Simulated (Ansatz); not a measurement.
**Redistribution: Si(CH3)2(SiH3)Cl + SiH2(OH)(SiH3) → Si(CH3)2(OH)(SiH3) + SiH2(SiH3)Cl**

Species: Si(CH3)2(SiH3)Cl, singlet; SiH2(OH)(SiH3) (disilanol), singlet; Si(CH3)2(OH)(SiH3), singlet; SiH2(SiH3)Cl, singlet. The partners trade Cl for OH; both sit on Si, so the bond types are kept.

Shapes, held fixed at every level: PBE0-D4/def2-TZVP. Flexible molecules stand in one conformer, not always the lowest. Programs: Ansatz 0.2.0. Electronic energies: no zero-point or thermal term.

```csv
level,kind,ΔE (kJ/mol),less CCSD(T)/CBS estimate
HF/def2-TZVPP,Hartree–Fock,+1.2,-0.5
r2SCAN-D4/def2-TZVPP,meta-GGA,+1.2,-0.5
B3LYP-D4/def2-TZVPP,global hybrid,+1.9,+0.2
PBE0-D4/def2-TZVPP,global hybrid,+1.7,0.0
wB97M-V/def2-TZVPP,range-separated hybrid,+1.4,-0.3
wB97X-V/def2-TZVPP,range-separated hybrid,+1.6,-0.1
CCSD(T)/def2-TZVPP,coupled cluster or CI,+1.5,-0.2
CCSD(T)/CBS estimate,coupled cluster or CI,+1.7,0.0
```

The highest level, CCSD(T)/CBS estimate, gives ΔE = +1.7 kJ/mol; the levels span +1.2 to +1.9. That is about zero within the method's error. The column of differences is taken from that level and isn't an error. No measured value is set beside it here. The CBS estimate extrapolates MP2 from def2-TZVPP and def2-QZVPP and adds CCSD(T) − MP2 in the triple-zeta set, cores frozen.
